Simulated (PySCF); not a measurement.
2,2-difluoro-1-silylethanone (C2H4F2OSi), SMILES FC(F)C([SiH3])=O. Atoms are numbered in the order given.

```xyz
10

O     -1.9011     0.4956     0.0000
C     -0.7125     0.2339     0.0000
Si     0.6400     1.6522     0.0000
C     -0.2188    -1.2262     0.0000
F      0.5601    -1.4036    -1.1078
F      0.5601    -1.4036     1.1078
H      0.3808     2.4752     1.2279
H      2.0472     1.1341     0.0000
H      0.3808     2.4752    -1.2279
H     -1.0550    -1.9616     0.0000
```

Geometry optimised at PBE-D3(BJ)/def2-SVP. Other conformers were not sampled.

Computed with SMD-B3LYP/def2-SVP (PySCF).

Solvation free energies are E(SMD) − E(gas) at the gas-phase geometry, for 1 M in both phases. In vacuum the dipole moment is 0.52 D.

```csv
solvent,ΔG(solv) (kcal/mol),its non-electrostatic (CDS) part,dipole (D)
water,0.3,5.3,0.76
cyclohexanone,-2.9,0.3,0.53
toluene,-2.0,-0.4,0.53
```
